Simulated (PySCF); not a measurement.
disiloxane (H6OSi2), SMILES [SiH3]O[SiH3].

The structure is a stationary point at PBE0-D3(BJ)/def2-SVP.

Level of theory: ωB97X/def2-TZVPD run with PySCF.

```yaml
total_energy: -657.91209 hartree
point_group: C2v
highest_occupied_level: -11.14 eV
lowest_empty_level: 1.46 eV
orbital_gap: 12.61 eV
dipole_moment: 0.069 e·Å
quadrupole, principal values (traceless, Buckingham form, about the centre of nuclear charge): -1.20, -0.79, 1.99 D·Å
mean_static_polarisability: 58.1 bohr³ (8.61 Å³)
polarisability_principal_values: 55.0, 55.2, 64.2 bohr³
```
